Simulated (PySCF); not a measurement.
H$_{4}$O$_{4}$Ti (SMILES [OH][Ti]([OH])([OH])[OH]), singlet, geometry from GFN2-xTB (such geometries of metal compounds can be far from the true shape). Base run: PBE/3-21G (PySCF).

Here is a job for PySCF.
```python
from pyscf import gto, scf, dft

mol = gto.Mole()
mol.atom = '''
    Ti    0.000000    0.000000   -0.000000
    O     1.245442   -0.582535   -1.055661
    H     2.185943   -0.384121   -1.049071
    O     0.701267    0.274956    1.561255
    H     0.427849    0.889962    2.247523
    O    -0.683229    1.493359   -0.554952
    H    -1.413602    1.635366   -1.163509
    O    -1.263481   -1.185780    0.049358
    H    -1.200191   -2.141207   -0.034943
'''
mol.basis = '3-21g'
mol.charge = 0
mol.spin = 0
mol.verbose = 4
mol.build()

mf = dft.RKS(mol)
mf.xc = 'pbe'
mf.kernel()
```

Variants of this job, named by their change:

```
change                                           ΔE vs base (mEh)  fitting functions        outcome
-----------------------------------------------  ----------------  -----------------  -------------
base                                                        0.000                  -      converged
auxbasis = cc-pvtz-jkfit                                        -                  -  input refused
auxbasis = def2-svp-ri                                    -9965.6                391      converged
auxbasis = even-tempered beta=3.0                               ?                  ?      converged
auxbasis = cc-pvtz-ri                                           -                  -  input refused
auxbasis = cc-pvqz-jkfit                                        -                  -  input refused
auxbasis = even-tempered beta=2.0                          -2.690                484      converged
auxbasis = cc-pvdz-jkfit                                        -                  -  input refused
auxbasis = autoaux                                         -2.172                624      converged
auxbasis = default (with mf = mf.density_fit())            -0.451                644      converged
```

Task: Fill in the missing entries.

Result: 
- auxbasis = even-tempered beta=3.0, ΔE vs base (mEh): -15.983
- auxbasis = even-tempered beta=3.0, fitting functions: 311

A fitting set is made for a task (jfit for Coulomb, jkfit for Coulomb and exchange, ri for correlation) and for a family of orbital bases.

- auxbasis = cc-pvtz-jkfit: ended with `pyscf.lib.exceptions.BasisNotFoundError: Basis set not found for Ti in cc-pvtz-jkfit`
- auxbasis = cc-pvtz-ri: ended with `pyscf.lib.exceptions.BasisNotFoundError: Basis set not found for Ti in cc-pvtz-ri`
- auxbasis = cc-pvqz-jkfit: ended with `pyscf.lib.exceptions.BasisNotFoundError: Basis set not found for Ti in cc-pvqz-jkfit`
